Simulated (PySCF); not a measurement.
A structure optimised at PBE0-D3(BJ)/def2-SVP, used in a PySCF frequency run:

```
Sn
F 1 1.9358
F 1 1.9358 2 102.97
H 1 1.7048 2 106.31 3 111.57
C 1 2.1234 4 125.07 2 -125.39
H 5 1.0979 1 111.10 4 0.00
H 5 1.0984 6 110.06 1 119.41
H 5 1.0984 6 110.06 7 121.17
```
Charge 0, spin multiplicity 1.

### Question
Write its SMILES, formula and point group.

### Answer
[CH3][SnH]([F])[F], CH4F2Sn, Cs

### Question
What are its rotational constants (standard atomic weights)?

### Answer
4.3339, 4.1058, 2.7454 GHz
